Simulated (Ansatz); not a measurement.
Geometry optimisation, Ansatz 0.2.0, RHF/def2-SVP.

The input (input.yaml):

```yaml
crystal:
  periodic: [false, false, false]
  atoms:
    - { symbol: Ta, position_ang: [-0.327301, 0.279877, 0.130179] }
    - { symbol: Cl, position_ang: [2.112376, 0.444601, 0.166699] }
    - { symbol: Cl, position_ang: [-0.194829, 0.425803, 2.468261] }
    - { symbol: O, position_ang: [-0.149056, -0.650788, -1.450916] }
    - { symbol: H, position_ang: [-0.010851, -1.381324, -2.033079] }
    - { symbol: Cl, position_ang: [-0.900232, 2.379007, -0.531443] }
    - { symbol: Cl, position_ang: [-2.436367, -0.698941, 0.436285] }
    - { symbol: S, position_ang: [1.185649, -2.926735, 1.173485] }
    - { symbol: H, position_ang: [1.476574, -3.535961, 0.017507] }
    - { symbol: H, position_ang: [2.170436, -1.982339, 1.039323] }
basis:
  gaussian: { orbitals: def2-SVP }
hamiltonian:
  xc: hf
relax:
  f_tol: 0.03
  max_steps: 50
```

Launched with:

```bash
$ ansatz run input.yaml --threads 4 --pin off --max-ram 5120MiB --backend cpu --events-out ev --progress --plain --runs-dir out
```

Where does it end, and by what steps?

It converged. The force dipped under the threshold on the way, but the program's further checks kept it going. After 47 steps the energy has fallen by 0.292 eV; H10 moved furthest, 1.90 Å. Joined: Ta1–S8.

```tsv
step	energy less start (eV)	largest force component (eV/Å)	accepted
0	0.0000	0.868	yes
2	-0.1108	0.696	yes
4	-0.1661	0.194	yes
6	-0.1882	0.627	yes
8	-0.2179	0.162	yes
10	-0.2193	0.106	yes
12	-0.2208	0.086	yes
14	-0.2225	0.033	yes
16	-0.2226	0.111	yes
18	-0.2218	0.100	no
20	-0.2239	0.110	yes
22	-0.2249	0.073	yes
24	-0.2268	0.090	yes
26	-0.2278	0.278	yes
28	-0.2374	0.516	no
30	-0.2437	0.301	yes
32	-0.2678	0.040	yes
34	-0.2718	0.078	yes
36	-0.2842	0.030	yes
38	-0.2895	0.039	yes
40	-0.2883	0.066	no
42	-0.2904	0.148	yes
44	-0.2912	0.063	yes
46	-0.2859	0.567	no
47	-0.2919	0.021	yes
```

```xyz
10
Properties=species:S:1:pos:R:3
Ta -0.079 0.080 0.032
Cl 2.183 0.498 -0.558
Cl 0.556 0.394 2.305
O -0.365 -0.656 -1.638
H -0.455 -1.222 -2.387
Cl -0.982 2.153 -0.331
Cl -1.987 -1.083 0.836
S 1.085 -2.636 0.518
H 2.327 -2.312 0.882
H 0.643 -2.863 1.757
```

Time of the run: 53 s on 4 threads of AMD EPYC 9R45 96-Core Processor (Zen 5), with other jobs on the host, peak memory 0.54 GiB.
